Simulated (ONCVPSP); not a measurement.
## terbium, ONCV: configuration errors across variants

ONCVPSP 4.0.1 input, shortened (lines: element, Z, core and valence counts, functional; n l f; lmax; l rc ep ncon nbas qcut; lloc lpopt rc5 dvloc0; l nproj debl; icmod fcfact rcfact), LDA (Perdew-Zunger), non-relativistic:

```
  Tb 65.00   12    2        3      upf
    1    0    2.00
    2    0    2.00
    2    1    6.00
    3    0    2.00
    3    1    6.00
    3    2   10.00
    4    0    2.00
    4    1    6.00
    4    2   10.00
    4    3    8.00
    5    0    2.00
    5    1    6.00
    5    2    1.00
    6    0    2.00
    2
    0    2.95    0.00    4    7    2.60
    1    3.20    0.10    3    6    2.90
    2    2.95    0.00    4    9    6.40
    2    5    2.95    0.00
    0    1    1.30
    1    2    2.20
    2    0    1.10
    0    0.00    0.00
```

In the p channel the program set the typed energies aside and used 0.050, 2.250 Ha.

All-electron excitation energies from the reference (eV): (1) 5d1 6s1 6.427; (2) 5d1 6s1.5 2.583; (3) 5d1.5 6s1.5 0.376.

5 further variants failed, have other tests or too few solved ones, and are left out.

A true bound ghost makes a file unfit for plane-wave use even where its test errors are small: the radial tests pick states by their node count and pass the ghost by.

Errors AE − PS in meV (a dash: test not solved or not reliable):

| change | (1) | (2) | (3) | bound ghosts | GHOST(+) flags above zero |
| --- | --- | --- | --- | --- | --- |
| base | +18 | +3.2 | +15 | s | p |
| s: qcut 1.7; p: qcut 1.9; d: qcut 4.1 | +16 | +2.8 | +19 | s | p |
| s: qcut 1.9; p: qcut 2.1; d: qcut 4.6 | +17 | +3.0 | +17 | s | p |
| s: qcut 2.2; p: qcut 2.5; d: qcut 5.4 | +17 | +3.1 | +16 | s | p |

Task: Give the same row for: s: qcut 2.4; p: qcut 2.7; d: qcut 6.

Result: +18, +3.2, +16; bound ghosts: s; GHOST(+) flags above zero: p.
